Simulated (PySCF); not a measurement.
C3H8N, SMILES C(N[CH2])C, multiplicity 2. Geometry optimised at PBE-D3(BJ)/def2-SVP. The isomer is the one that the SMILES or the coordinates give; other isomers of the formula were not compared. Other conformers were not sampled.

The numbers are results of PBE-D3(BJ)/def2-SVP run with PySCF, not measurements.

Harmonic wavenumbers (cm⁻¹): 107, 246, 268, 331, 449, 607, 626, 784, 862, 1006, 1048, 1094, 1192, 1245, 1275, 1314, 1353, 1394, 1412, 1423, 1441, 1474, 2867, 2969, 2980, 3054, 3065, 3076, 3187, 3477. Rotational constants (GHz): 28.21, 4.060, 3.778; symmetry number 1.

Q: Work out the zero-point energy and the ideal-gas rigid-rotor harmonic-oscillator thermochemistry at 298.15 K and 1 atm.

A: ZPE = ½ Σ hcν = ½ × 45626 cm⁻¹ = 65.23 kcal/mol. H − E(el) = 69.45 kcal/mol. Entropy in cal/(mol K): translation 38.10, rotation 24.12, vibration 10.45, spin 1.38, total 74.04. G − E(el) = 47.38 kcal/mol. Cp = 21.87 cal/(mol K). Modes under 150 cm⁻¹ make the vibrational entropy uncertain.
